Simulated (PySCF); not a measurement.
**Correlation energy of Ga⁺ (gallium, charge +1)**

[Ar] 3d10 4s2, closed-shell 1S. All numbers are calculated (PySCF 2.14, scalar relativity by spin-free X2C-1e, in jorge-DZP-DKH). Frozen: [Ar] 3d10; 2 electrons correlated.

Total MP2 correlation energy: -21.76 mhartree.

Same-spin part 0.00 and opposite-spin part -21.76 mhartree; SCS-MP2 scales them by 1/3 and 6/5 to -26.11 mhartree.

With two correlated electrons CCSD is exact within the correlated space (frozen core and kept virtual orbitals).

```tsv
level	correlation energy (mhartree)
CCSD	-33.12
```

Diagnostics: T1 = 0.0061, D1 = 0.0086, largest double amplitude 0.103.

Cost of the coupled-cluster step: 0.05 s of wall time on 1 thread of AMD EPYC 9R45 96-Core Processor (shared host), for 2 correlated electrons.

Iterations:

```
CC2 = 0
CCSD nocc = 1, nmo = 29
frozen orbitals [0, 1, 2, 3, 4, 5, 6, 7, 8, 9, 10, 11, 12, 13]
max_cycle = 100
direct = 0
conv_tol = 1e-08
conv_tol_normt = 1e-06
diis_space = 8
diis_start_cycle = 0
Init t2, MP2 energy = -1941.88373647147  E_corr(MP2) -0.0217585951199453
Init E_corr(CCSD) = -0.0217585951200142
cycle = 1  E_corr(CCSD) = -0.0286392048953072  dE = -0.00688060978  norm(t1,t2) = 0.0462845
cycle = 2  E_corr(CCSD) = -0.0312887551510189  dE = -0.00264955026  norm(t1,t2) = 0.0191522
cycle = 3  E_corr(CCSD) = -0.0331337309140751  dE = -0.00184497576  norm(t1,t2) = 0.00801186
cycle = 4  E_corr(CCSD) = -0.0331192886956823  dE = 1.44422184e-05  norm(t1,t2) = 0.000155253
cycle = 5  E_corr(CCSD) = -0.0331215220547685  dE = -2.23335909e-06  norm(t1,t2) = 1.90924e-05
cycle = 6  E_corr(CCSD) = -0.033120103421921  dE = 1.41863285e-06  norm(t1,t2) = 5.53369e-06
cycle = 7  E_corr(CCSD) = -0.0331202528129147  dE = -1.49390994e-07  norm(t1,t2) = 7.81168e-07
cycle = 8  E_corr(CCSD) = -0.0331202443371455  dE = 8.47576918e-09  norm(t1,t2) = 5.80823e-08
CCSD converged
E(CCSD) = -1941.895098120684  E_corr = -0.03312024433714553
```
